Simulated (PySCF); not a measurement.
**Static response to an electric field**

C₂H₅FSi.
Geometry (PBE0-D3(BJ)/def2-SVP, Å), atoms numbered from 1 in this order:
```xyz
9
C2H5FSi angstrom
F     -1.4938    0.1236   -1.3849
C     -0.9225    0.1031   -0.1474
C      0.3763    0.8753    0.0089
Si     0.5655   -0.9726    0.2434
H     -1.6706    0.2723    0.6397
H      0.7819    1.2426   -0.9421
H      0.4475    1.6122    0.8163
H      1.2195   -1.7100   -0.8632
H      0.7097   -1.5556    1.6009
```

Level: CAM-B3LYP/def2-SVPD (PySCF), static field, nuclei fixed, core orbitals frozen in the response. The polarisability tensor in these axes (au):

```
x   51.13 -6.15  2.11
y   -6.15 58.10 -2.91
z    2.11 -2.91 48.74
```

Q: Give the principal values, the mean and the anisotropy Δα = √{½[(α1 − α2)² + (α2 − α3)² + (α1 − α3)²]}.

A: Principal values 47.31, 48.06 and 62.61 au; mean 52.66 au = 7.80 Å³ = 8.68 × 10⁻⁴⁰ C²·m²/J; Δα = 14.94 au (28 % of the mean).

Q: What is the dipole moment, and where does it point?

A: (1.17, -0.17, 1.58) D, 1.97 D in size, pointing from the negative to the positive side. Measured along this direction, the outermost atoms are F1 at the negative end and H9 at the positive end.

Q: Find the Langevin capture rate constant for H3+ (3.023 u) meeting this molecule (76.014 u), k = 2.342 × 10⁻⁹ cm³/s × √(α in Å³ / reduced mass in u).

A: The reduced mass is 2.91 u, so k = 3.84 × 10⁻⁹ cm³/s. The formula leaves out the permanent dipole, which adds to the capture rate.

Q: Give the eigenvalues of the traceless quadrupole moment Θ = ½Σq(3rr − r²1), origin at the centre of nuclear charge.

A: -4.88, 1.53, 3.35 D·Å. The values depend on the origin, since the dipole doesn't vanish. The electronic extent ⟨r²⟩ about the same centre is 368 bohr², a root-mean-square distance of 1.61 Å for the 40 electrons.

Q: In a dilute gas of rigid molecules at 400 K, how does the orientational term μ²/3kT compare with the electronic polarisability?

A: In Gaussian units μ²/3kT = 23.35 Å³ against 7.80 Å³, a ratio of 2.99; the Debye molar polarisation (4π/3)N_A(α + μ²/3kT) is 78.6 cm³/mol, leaving out the vibrational part.

Geometry: PBE0-D3(BJ)/def2-SVP; no solvent, vibrations or thermal averaging.

These values come from a run that also computed excited states and ΔSCF ions. Hardware: x86-64 server, one thread, shared host. Cost: 16 s.
